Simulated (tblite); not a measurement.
C5H12B2O2.
Geometry (GFN2-xTB, Å), atoms numbered from 1 in this order:
```xyz
21
C5H12B2O2 angstrom
O      3.249    0.734    0.131
B      2.400   -0.326    0.256
O      2.890   -1.564    0.555
B      0.725   -0.101    0.059
C     -0.285   -1.289    0.288
C     -1.714   -1.062   -0.216
C     -2.188    0.357    0.081
C     -1.334    1.375   -0.668
C      0.124    1.333   -0.200
H      4.185    0.560    0.260
H      3.841   -1.641    0.666
H     -0.315   -1.427    1.376
H      0.094   -2.238   -0.098
H     -2.397   -1.784    0.241
H     -1.744   -1.222   -1.296
H     -2.124    0.547    1.155
H     -3.235    0.466   -0.216
H     -1.747    2.379   -0.532
H     -1.375    1.148   -1.736
H      0.196    1.845    0.767
H      0.744    1.928   -0.873
```

All values are computed: GFN2-xTB (tblite) harmonic vibrations without scaling, gas phase. The method is semi-empirical: single wavenumbers can be off by several per cent or more. One conformer, not necessarily the lowest. The optimisation stopped once no atom felt more than 0.01 eV/Å.

Lowest wavenumbers of the output (negative numbers stand for imaginary wavenumbers):
```
mode    cm-1
  1     -39.4
  2      60.6
  3      96.7
  4     162.4
  5     208.8
  6     261.7
  7     321.3
  8     326.8
  9     402.0
 10     452.4
```

Task: Is this structure a minimum?

Result: Not by this Hessian. 1 mode is imaginary beyond 20i (39i cm⁻¹), so at this level the point lies at or near a first-order saddle. The curvature is small, so loose convergence or finite differences may be the whole cause.

Task: Which atoms move in the imaginary mode?

Result: 39i: O1 (boron-bound oxygen) 34 %, O3 (boron-bound oxygen) 34 %. These are shares of the mass-weighted motion.

Task: What is the remedy?

Result: Step along that mode in both directions, optimise again with tighter thresholds and repeat the frequencies. The zero-point energy of this point (109.2 kcal/mol) counts the 56 real modes alone, and thermal corrections from it aren't those of a minimum.
